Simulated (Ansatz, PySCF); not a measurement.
Torsion C1–Si2–S3–H9 in CH6SSi (SMILES C[SiH2]S); at each angle all else is relaxed with GFN2-xTB, and the levels are single points there.
Geometry at 180° (charge 0, multiplicity 1):
```xyz
9

C     -1.03917     0.53119     0.11348
Si     0.24033    -0.84240    -0.08549
S      2.10130    -0.02351     0.63683
H     -2.01544     0.20266    -0.22917
H     -0.76168     1.41211    -0.45932
H     -1.13276     0.83276     1.15338
H     -0.05963    -2.01438     0.73310
H      0.44996    -1.21914    -1.48112
H      2.83299    -1.10383     0.41715
```

On the grid 0° to 330°, 0° is the highest and 180° the lowest point at MP2/CBS(cc-pV(T+d)Z, cc-pV(Q+d)Z) + ΔCCSD(T)/cc-pV(T+d)Z.

Frozen-core correlation. Rows in 6-31G* carry no dispersion term and start afresh at each structure (6-31G* with six Cartesian d functions). MP2/6-31G* freezes PySCF's default core.

Codes used: Ansatz (Gaussian basis) for Hartree–Fock, density functionals and correlated methods; PySCF for 6-31G* rows, M06-2X, the dispersion terms. Values without a source in brackets are computed.

| level | energy at 0° less that at 180° (kJ/mol) |
|---|---|
| PBE/def2-TZVPP | 4.8 |
| BLYP-D3(BJ)/def2-TZVPP | 4.4 |
| B3LYP/def2-TZVPP | 5.0 |
| B3LYP-D4/def2-TZVPP | 4.8 |
| PBE0-D3(BJ)/def2-TZVPP | 4.7 |
| PBE0-D4/def2-TZVPP | 4.8 |
| M06-2X/def2-TZVPP | 4.4 |
| MP2/6-31G* | ? |
| CCSD(T)/cc-pV(T+d)Z | 4.8 |

Task: Fill in the missing entries.

Result: 
- MP2/6-31G*, energy at 0° less that at 180° (kJ/mol): 5.5

Ansatz is a first-principles code.
